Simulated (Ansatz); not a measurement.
Relaxation of C3H11BSSi (17 atoms, charge 0, multiplicity 1), to a largest force component of 0.02 eV/Å in at most 50 steps.

These are results of RKS B3LYP-D4/6-31G* (Ansatz 0.2.0), not measurements.

```xyz
17
Properties=species:S:1:pos:R:3:forces:R:3
C -1.407 -0.765 -1.578 -2.30 3.38 1.32
B -0.878 -0.985 -0.133 1.87 -0.16 0.16
S -2.088 -1.338 1.278 -0.02 1.31 0.38
C 0.780 -0.992 0.122 -3.41 -0.94 1.46
C 1.389 0.332 -0.190 -0.57 1.29 0.51
Si 0.938 1.690 1.072 0.58 -0.33 -0.26
H -2.535 -0.803 -1.573 1.00 -0.03 -0.30
H -1.138 0.315 -1.934 -0.22 -1.76 0.44
H -1.037 -1.453 -2.252 1.04 -1.53 -1.79
H -2.143 0.025 1.650 0.12 -1.28 -0.33
H 0.897 -1.299 1.199 0.40 0.23 -0.91
H 1.166 -1.773 -0.515 0.38 -0.54 -0.33
H 2.438 0.224 -0.139 1.63 0.13 -0.23
H 1.113 0.702 -1.179 0.12 -0.06 -0.26
H -0.497 1.968 0.976 -0.50 0.20 0.04
H 1.254 1.236 2.450 -0.03 -0.01 0.08
H 1.728 2.917 0.785 -0.09 0.11 0.01
```

Task: Where does it end, and by what steps?

Result: The run converged. After 26 steps the energy has fallen by 1.246 eV; H10 moved furthest, 1.90 Å.

```csv
step,energy less start (eV),largest force component (eV/Å),accepted
0,0.0000,3.409,yes
1,-0.4539,1.190,yes
2,-0.5627,0.621,yes
3,-0.6797,0.893,yes
4,-0.8304,1.054,yes
5,-0.9627,1.012,yes
6,-1.0951,0.959,yes
7,-1.1627,0.372,yes
8,-1.1915,0.723,yes
9,-1.2121,0.231,yes
10,-1.2257,0.123,yes
11,-1.2281,0.331,yes
12,-1.2331,0.114,yes
13,-1.2361,0.057,yes
14,-1.2382,0.087,yes
15,-1.2394,0.073,yes
16,-1.2409,0.032,yes
17,-1.2417,0.038,yes
18,-1.2428,0.063,yes
19,-1.2435,0.093,yes
20,-1.2444,0.062,yes
21,-1.2440,0.113,no
22,-1.2449,0.034,yes
23,-1.2452,0.021,yes
24,-1.2454,0.026,yes
25,-1.2455,0.021,yes
26,-1.2456,0.009,yes
```

```xyz
17
Properties=species:S:1:pos:R:3
C -1.416 -0.466 -1.524
B -0.972 -0.922 -0.082
S -2.291 -1.446 1.042
C 0.551 -0.961 0.345
C 1.399 0.247 -0.123
Si 0.946 1.861 0.755
H -2.460 -0.685 -1.773
H -1.280 0.621 -1.616
H -0.777 -0.918 -2.294
H -1.556 -1.708 2.146
H 0.678 -1.109 1.426
H 0.954 -1.877 -0.122
H 2.466 0.053 0.050
H 1.291 0.393 -1.206
H -0.483 2.208 0.515
H 1.141 1.718 2.226
H 1.791 2.990 0.275
```

Time of the run: 2.7 min on 2 threads of Arm Neoverse V1 (shared host), peak memory 0.32 GiB.
